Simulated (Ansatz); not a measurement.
Born–Oppenheimer molecular dynamics of a periodic cell of 17 atoms, Li (host Li, host structure bcc, interstitial Li). It goes on from the last frame of an earlier run, with new velocities.

Computed with Ansatz, DFT PBE, scalar-relativistic, plane waves, PAW. Settings: accuracy low, cutoff 420 eV, k mesh 2x2x2, fermi-dirac smearing 0.002 eV, no spin polarisation.

```json
{
 "ensemble": "NVT, Langevin thermostat",
 "time step": "1 fs",
 "steps asked": "200",
 "set temperature": "2100 K",
 "friction": "0.05 /fs",
 "seed": "148546"
}
```

Frames 5 fs apart, positions in Å, forces in eV/Å.

Velocities at 80.0 fs (Å/ps):

```
Li 5.78 9.42 -8.20
Li 25.51 8.14 -11.85
Li 2.98 -8.39 6.66
Li -3.97 -8.13 -7.59
Li -3.67 -18.19 -3.50
Li 15.20 10.55 -35.29
Li 6.20 12.22 -17.41
Li 0.89 10.82 2.08
Li -3.83 7.58 14.29
Li 9.36 15.34 6.79
Li -23.76 -10.40 27.98
Li 4.89 3.31 10.66
Li 12.97 -8.89 6.94
Li 4.26 12.31 7.35
Li 8.00 -9.28 -14.80
Li 1.90 -1.86 12.29
Li 0.19 2.45 14.28
```

```xyz
17
Lattice="6.9800 0.0000 0.0000 0.0000 6.9800 0.0000 0.0000 0.0000 6.9800" Properties=species:S:1:pos:R:3:forces:R:3 time_fs=80.0 energy_less_start_eV=0.902 T=1207
Li 2.421 3.679 0.722 -0.74 0.04 0.17
Li 3.722 -1.117 0.497 0.35 -0.15 -0.61
Li 0.507 4.880 -0.745 -0.75 -0.41 0.36
Li 0.147 0.590 2.466 0.43 -0.03 0.25
Li 0.715 2.363 -2.966 0.63 -0.35 0.94
Li 4.880 3.494 -0.334 0.47 -0.09 0.04
Li 1.852 -0.158 0.073 -0.26 0.46 -0.21
Li 5.828 -0.493 1.069 0.05 -0.21 -0.35
Li -2.699 1.198 4.642 0.04 0.41 0.62
Li -0.095 4.009 2.798 -0.15 0.51 -0.98
Li 3.103 -0.160 2.914 -0.48 -0.51 -0.07
Li 4.352 4.658 2.687 0.24 -0.53 -0.56
Li 5.619 6.084 4.296 0.28 -0.06 0.58
Li 3.390 1.860 9.049 0.40 0.49 -0.30
Li 3.223 4.185 4.606 0.22 -0.80 0.73
Li 7.251 8.661 6.766 -0.26 0.36 -0.16
Li 1.556 5.490 4.280 -0.46 0.86 -0.44
17
Lattice="6.9800 0.0000 0.0000 0.0000 6.9800 0.0000 0.0000 0.0000 6.9800" Properties=species:S:1:pos:R:3:forces:R:3 time_fs=85.0 energy_less_start_eV=0.746 T=1856
Li 2.425 3.700 0.672 -0.51 0.03 0.14
Li 3.844 -1.120 0.404 0.03 -0.15 -0.57
Li 0.480 4.773 -0.680 -0.62 -0.16 0.37
Li 0.090 0.558 2.396 0.62 0.09 0.58
Li 0.700 2.300 -2.955 0.49 -0.26 0.85
Li 4.970 3.592 -0.503 0.32 -0.18 0.09
Li 1.913 -0.133 0.036 -0.21 0.24 -0.20
Li 5.813 -0.455 1.075 0.02 -0.34 -0.42
Li -2.714 1.203 4.713 -0.01 0.34 0.53
Li -0.033 4.106 2.804 -0.08 0.37 -0.89
Li 2.982 -0.191 3.015 -0.29 -0.22 -0.40
Li 4.341 4.643 2.677 0.42 -0.27 -0.60
Li 5.692 6.140 4.354 0.14 -0.13 0.47
Li 3.423 1.937 9.081 0.40 0.14 -0.22
Li 3.235 4.168 4.543 0.12 -0.81 0.78
Li 7.277 8.623 6.925 -0.33 0.53 -0.35
Li 1.547 5.480 4.374 -0.51 0.78 -0.17
17
Lattice="6.9800 0.0000 0.0000 0.0000 6.9800 0.0000 0.0000 0.0000 6.9800" Properties=species:S:1:pos:R:3:forces:R:3 time_fs=90.0 energy_less_start_eV=0.660 T=2333
Li 2.398 3.747 0.632 -0.24 -0.04 0.09
Li 3.938 -1.139 0.310 -0.26 -0.08 -0.68
Li 0.395 4.629 -0.528 -0.30 0.19 0.16
Li 0.033 0.648 2.361 0.58 0.11 0.78
Li 0.764 2.267 -2.949 0.40 -0.05 0.77
Li 5.070 3.713 -0.607 0.04 -0.45 0.04
Li 1.921 -0.124 0.031 -0.01 -0.09 -0.15
Li 5.785 -0.411 1.079 0.06 -0.35 -0.35
Li -2.785 1.228 4.705 -0.06 0.23 0.50
Li 0.011 4.205 2.718 0.01 0.20 -0.71
Li 2.895 -0.285 2.989 -0.16 0.23 -0.63
Li 4.332 4.650 2.593 0.63 -0.06 -0.48
Li 5.789 6.241 4.396 0.00 -0.22 0.39
Li 3.506 2.114 9.110 0.32 -0.35 -0.19
Li 3.250 4.130 4.436 -0.04 -0.69 0.84
Li 7.363 8.534 7.051 -0.44 0.87 -0.63
Li 1.518 5.519 4.450 -0.52 0.55 0.23
17
Lattice="6.9800 0.0000 0.0000 0.0000 6.9800 0.0000 0.0000 0.0000 6.9800" Properties=species:S:1:pos:R:3:forces:R:3 time_fs=95.0 energy_less_start_eV=0.885 T=2045
Li 2.345 3.767 0.588 0.09 -0.07 0.12
Li 4.013 -1.178 0.241 -0.61 0.03 -0.67
Li 0.296 4.484 -0.395 0.15 0.49 0.00
Li -0.046 0.714 2.380 0.36 0.11 0.88
Li 0.820 2.161 -2.905 0.36 0.24 0.70
Li 5.144 3.833 -0.658 -0.35 -0.79 -0.13
Li 1.888 -0.071 0.071 0.34 -0.54 -0.15
Li 5.788 -0.360 1.023 0.08 -0.33 -0.32
Li -2.825 1.233 4.673 -0.01 0.06 0.47
Li 0.021 4.301 2.632 0.16 -0.03 -0.47
Li 2.776 -0.390 2.970 0.04 0.59 -0.89
Li 4.359 4.682 2.562 0.73 0.20 -0.45
Li 5.941 6.231 4.457 -0.31 -0.06 0.37
Li 3.637 2.287 9.132 0.24 -0.72 -0.30
Li 3.255 4.101 4.365 -0.28 -0.53 0.95
Li 7.444 8.496 7.160 -0.58 1.18 -0.77
Li 1.466 5.636 4.489 -0.42 0.18 0.65
17
Lattice="6.9800 0.0000 0.0000 0.0000 6.9800 0.0000 0.0000 0.0000 6.9800" Properties=species:S:1:pos:R:3:forces:R:3 time_fs=100.0 energy_less_start_eV=1.097 T=1761
Li 2.307 3.727 0.590 0.32 -0.03 0.11
Li 4.032 -1.229 0.164 -0.83 0.01 -0.66
Li 0.223 4.396 -0.280 0.31 0.62 -0.10
Li -0.163 0.803 2.423 0.05 0.08 0.72
Li 0.848 2.080 -2.868 0.38 0.42 0.67
Li 5.144 3.827 -0.731 -0.40 -0.89 -0.23
Li 1.877 0.000 0.136 0.52 -0.81 -0.17
Li 5.727 -0.342 0.966 0.30 -0.13 -0.22
Li -2.824 1.282 4.623 0.08 -0.14 0.49
Li 0.018 4.350 2.511 0.33 -0.14 -0.21
Li 2.700 -0.407 2.968 0.27 0.52 -0.98
Li 4.459 4.653 2.519 0.52 0.45 -0.18
Li 6.136 6.191 4.521 -1.11 0.15 0.36
Li 3.746 2.390 9.171 0.15 -0.90 -0.44
Li 3.215 4.116 4.389 -0.45 -0.23 0.73
Li 7.494 8.523 7.247 -0.71 1.19 -0.74
Li 1.309 5.816 4.480 0.26 -0.16 0.84
17
Lattice="6.9800 0.0000 0.0000 0.0000 6.9800 0.0000 0.0000 0.0000 6.9800" Properties=species:S:1:pos:R:3:forces:R:3 time_fs=105.0 energy_less_start_eV=1.174 T=1750
Li 2.290 3.622 0.604 0.39 0.15 0.01
Li 3.993 -1.234 0.130 -0.91 -0.17 -0.63
Li 0.173 4.387 -0.185 0.27 0.65 -0.25
Li -0.304 0.856 2.491 -0.08 0.12 0.55
Li 0.945 2.066 -2.804 0.31 0.42 0.50
Li 5.087 3.743 -0.765 -0.22 -0.79 -0.15
Li 1.846 0.066 0.170 0.61 -1.02 -0.27
Li 5.679 -0.351 0.898 0.55 0.14 -0.16
Li -2.762 1.356 4.541 0.02 -0.29 0.48
Li -0.029 4.384 2.426 0.60 -0.20 0.05
Li 2.621 -0.443 2.887 0.38 0.50 -0.92
Li 4.575 4.663 2.521 0.20 0.63 0.04
Li 6.176 6.154 4.597 -1.52 0.16 0.39
Li 3.817 2.530 9.186 0.09 -1.05 -0.44
Li 3.167 4.212 4.452 -0.39 -0.16 0.49
Li 7.554 8.587 7.302 -0.95 1.10 -0.52
Li 1.209 5.924 4.465 0.66 -0.20 0.83
17
Lattice="6.9800 0.0000 0.0000 0.0000 6.9800 0.0000 0.0000 0.0000 6.9800" Properties=species:S:1:pos:R:3:forces:R:3 time_fs=110.0 energy_less_start_eV=0.917 T=2231
Li 2.256 3.550 0.563 0.50 0.25 0.03
Li 3.910 -1.262 0.060 -0.67 -0.18 -0.51
Li 0.114 4.428 -0.113 0.28 0.62 -0.31
Li -0.401 0.846 2.540 -0.02 0.17 0.55
Li 1.078 2.081 -2.697 0.09 0.32 0.29
Li 5.075 3.634 -0.806 -0.11 -0.62 -0.08
Li 1.805 0.065 0.211 0.39 -0.84 -0.38
Li 5.715 -0.385 0.820 0.46 0.28 -0.28
Li -2.636 1.428 4.495 -0.11 -0.38 0.40
Li -0.087 4.468 2.430 0.95 -0.34 0.18
Li 2.468 -0.449 2.766 0.44 0.38 -0.72
Li 4.663 4.755 2.499 -0.29 0.78 0.22
Li 6.144 6.133 4.676 -1.59 0.07 0.39
Li 3.947 2.664 9.169 0.01 -1.05 -0.42
Li 3.086 4.287 4.512 -0.21 -0.14 0.23
Li 7.551 8.707 7.401 -0.95 0.78 -0.39
Li 1.144 6.003 4.501 0.82 -0.12 0.79
17
Lattice="6.9800 0.0000 0.0000 0.0000 6.9800 0.0000 0.0000 0.0000 6.9800" Properties=species:S:1:pos:R:3:forces:R:3 time_fs=115.0 energy_less_start_eV=0.604 T=2069
Li 2.212 3.529 0.525 0.62 0.29 0.08
Li 3.828 -1.291 -0.046 -0.20 0.00 -0.26
Li 0.068 4.476 -0.077 0.26 0.57 -0.27
Li -0.458 0.812 2.607 0.14 0.20 0.59
Li 1.178 2.138 -2.588 -0.09 0.17 0.16
Li 5.067 3.579 -0.811 -0.03 -0.57 0.01
Li 1.739 -0.010 0.209 0.14 -0.45 -0.40
Li 5.825 -0.281 0.744 -0.02 0.10 -0.50
Li -2.525 1.492 4.450 -0.19 -0.39 0.38
Li -0.117 4.563 2.483 1.37 -0.47 0.22
Li 2.346 -0.487 2.668 0.45 0.22 -0.46
Li 4.791 4.833 2.411 -0.89 0.82 0.22
Li 6.055 6.103 4.762 -1.45 -0.02 0.28
Li 4.064 2.727 9.112 -0.07 -0.94 -0.41
Li 3.062 4.270 4.564 -0.15 0.03 -0.07
Li 7.499 8.809 7.477 -0.76 0.48 -0.26
Li 1.093 6.084 4.575 0.86 -0.03 0.68
17
Lattice="6.9800 0.0000 0.0000 0.0000 6.9800 0.0000 0.0000 0.0000 6.9800" Properties=species:S:1:pos:R:3:forces:R:3 time_fs=120.0 energy_less_start_eV=0.261 T=2643
Li 2.157 3.527 0.555 0.57 0.32 0.08
Li 3.792 -1.310 -0.141 -0.04 0.12 -0.15
Li -0.013 4.576 -0.072 0.34 0.41 -0.18
Li -0.515 0.799 2.655 0.31 0.16 0.66
Li 1.227 2.195 -2.509 -0.19 0.03 0.11
Li 5.039 3.476 -0.810 -0.03 -0.46 0.07
Li 1.700 -0.040 0.262 0.15 -0.21 -0.46
Li 5.922 -0.155 0.719 -0.39 -0.01 -0.68
Li -2.441 1.575 4.379 -0.31 -0.39 0.36
Li -0.159 4.582 2.552 1.55 -0.57 0.41
Li 2.258 -0.464 2.608 0.48 0.09 -0.17
Li 4.872 5.001 2.256 -1.37 0.57 0.22
Li 5.882 6.100 4.895 -0.96 -0.06 -0.05
Li 4.169 2.708 8.987 -0.03 -0.61 -0.29
Li 2.939 4.292 4.601 0.03 0.08 -0.23
Li 7.401 8.872 7.502 -0.58 0.45 -0.27
Li 1.083 6.257 4.670 0.47 0.07 0.56
17
Lattice="6.9800 0.0000 0.0000 0.0000 6.9800 0.0000 0.0000 0.0000 6.9800" Properties=species:S:1:pos:R:3:forces:R:3 time_fs=125.0 energy_less_start_eV=-0.023 T=2668
Li 2.135 3.477 0.592 0.49 0.45 0.10
Li 3.766 -1.335 -0.213 -0.02 0.12 0.01
Li -0.140 4.639 -0.126 0.52 0.13 -0.04
Li -0.565 0.854 2.701 0.49 0.04 0.47
Li 1.244 2.208 -2.546 -0.14 0.13 0.12
Li 4.959 3.338 -0.758 -0.08 -0.40 0.02
Li 1.700 -0.165 0.283 -0.05 0.11 -0.33
Li 5.996 -0.103 0.709 -0.40 0.14 -0.59
Li -2.386 1.609 4.262 -0.47 -0.31 0.49
Li -0.109 4.617 2.685 1.00 -0.44 0.34
Li 2.231 -0.395 2.543 0.41 0.10 0.18
Li 4.831 5.203 2.125 -1.01 0.23 0.35
Li 5.693 6.163 5.082 -0.33 0.01 -0.55
Li 4.254 2.732 8.953 -0.01 -0.32 -0.27
Li 2.864 4.403 4.632 0.08 -0.04 -0.33
Li 7.328 8.971 7.466 -0.46 0.06 -0.25
Li 1.151 6.473 4.792 -0.02 0.00 0.28
17
Lattice="6.9800 0.0000 0.0000 0.0000 6.9800 0.0000 0.0000 0.0000 6.9800" Properties=species:S:1:pos:R:3:forces:R:3 time_fs=130.0 energy_less_start_eV=0.075 T=2979
Li 2.173 3.492 0.639 0.19 0.37 0.11
Li 3.737 -1.367 -0.247 -0.20 0.14 0.18
Li -0.276 4.710 -0.153 0.70 -0.15 0.07
Li -0.580 0.901 2.736 0.66 -0.09 0.29
Li 1.315 2.239 -2.597 -0.11 0.19 0.09
Li 4.869 3.245 -0.720 -0.16 -0.36 -0.13
Li 1.629 -0.265 0.264 -0.12 0.23 0.00
Li 5.976 -0.086 0.707 -0.26 0.48 -0.33
Li -2.393 1.597 4.175 -0.58 -0.26 0.60
Li -0.029 4.687 2.872 0.36 -0.23 0.09
Li 2.258 -0.344 2.502 0.31 0.19 0.30
Li 4.688 5.355 2.015 -0.46 -0.14 0.66
Li 5.515 6.207 5.265 0.12 0.22 -1.08
Li 4.303 2.767 8.945 0.05 -0.15 -0.21
Li 2.751 4.525 4.711 0.15 -0.24 -0.45
Li 7.199 9.112 7.399 -0.25 -0.24 -0.17
Li 1.286 6.630 4.899 -0.40 0.04 -0.02
17
Lattice="6.9800 0.0000 0.0000 0.0000 6.9800 0.0000 0.0000 0.0000 6.9800" Properties=species:S:1:pos:R:3:forces:R:3 time_fs=135.0 energy_less_start_eV=0.867 T=2621
Li 2.229 3.474 0.675 -0.05 0.31 0.11
Li 3.740 -1.386 -0.241 -0.86 -0.08 0.37
Li -0.376 4.815 -0.144 0.83 -0.61 0.07
Li -0.532 0.934 2.744 0.67 -0.25 0.15
Li 1.384 2.271 -2.610 -0.09 0.16 0.07
Li 4.809 3.158 -0.648 -0.23 -0.26 -0.31
Li 1.503 -0.306 0.232 0.04 0.20 0.44
Li 5.922 -0.079 0.640 -0.06 1.07 0.21
Li -2.367 1.644 4.115 -0.56 -0.29 0.70
Li 0.017 4.759 3.061 -0.01 -0.11 -0.10
Li 2.282 -0.284 2.465 0.16 0.28 0.36
Li 4.531 5.492 1.901 -0.02 -0.39 1.05
Li 5.276 6.241 5.472 0.47 0.53 -1.89
Li 4.379 2.791 8.953 0.06 0.03 -0.19
Li 2.611 4.639 4.808 0.26 -0.50 -0.52
Li 7.096 9.247 7.382 -0.05 -0.38 -0.09
Li 1.385 6.703 5.015 -0.56 0.28 -0.44
```

Of the whole run (200 fs, mean temperature of the second half 2197 K): A run of 0.2 ps of so small a system gives no equilibrium averages. The smearing is very narrow for this mesh. Limits of this set-up: coarse k mesh, low accuracy level.

Time of the run: 13 min on 1 CPU thread of a shared host.
